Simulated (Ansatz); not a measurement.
CH$_{6}$ClNSSi, SMILES `C[Si](N)(S)Cl`, relaxed with RKS PBE0-D4/def2-TZVP in Ansatz 0.2.0 from a PBE-D4/def2-SVP geometry. The force threshold is 0.005 eV/Å; the program also tests the step.

Charge 0, multiplicity 1.

Start:

```xyz
11

C    -0.749    0.991    0.880
Si   -0.226   -0.438   -0.211
N     1.453   -0.761    0.048
S    -0.529   -0.128   -2.322
Cl   -1.514   -2.049    0.206
H    -0.594    0.744    1.951
H    -1.824    1.209    0.730
H    -0.163    1.901    0.639
H     1.799   -0.821    1.010
H     1.902   -1.470   -0.540
H     0.445    0.824   -2.392
```

```json
{"step": "1", "energy (eV)": "-33852.4267", "largest force (eV/Å)": "0.610", "largest move (Å)": "0.000"}
{"step": "2", "energy (eV)": "-33852.4767", "largest force (eV/Å)": "0.200", "largest move (Å)": "0.038"}
{"step": "3", "energy (eV)": "-33852.4806", "largest force (eV/Å)": "0.150", "largest move (Å)": "0.028"}
{"step": "4", "energy (eV)": "-33852.4832", "largest force (eV/Å)": "0.056", "largest move (Å)": "0.031"}
{"step": "5", "energy (eV)": "-33852.4840", "largest force (eV/Å)": "0.042", "largest move (Å)": "0.031"}
{"step": "6", "energy (eV)": "-33852.4843", "largest force (eV/Å)": "0.029", "largest move (Å)": "0.013"}
{"step": "7", "energy (eV)": "-33852.4844", "largest force (eV/Å)": "0.008", "largest move (Å)": "0.004"}
{"step": "8", "energy (eV)": "-33852.4844", "largest force (eV/Å)": "0.006", "largest move (Å)": "0.010"}
{"step": "9", "energy (eV)": "-33852.4844", "largest force (eV/Å)": "0.014", "largest move (Å)": "0.004"}
{"step": "10", "energy (eV)": "-33852.4844", "largest force (eV/Å)": "0.002", "largest move (Å)": "0.003"}
```

End:

```xyz
11

C    -0.739    0.975    0.875
Si   -0.229   -0.436   -0.211
N     1.418   -0.774    0.054
S    -0.523   -0.127   -2.298
Cl   -1.511   -2.015    0.188
H    -0.580    0.726    1.927
H    -1.798    1.195    0.733
H    -0.160    1.870    0.637
H     1.790   -0.767    0.991
H     1.888   -1.453   -0.524
H     0.443    0.805   -2.372
```

It took 43 s on 4 threads of an Arm Neoverse V1 on a shared host, with 0.63 GiB of host memory at the peak.
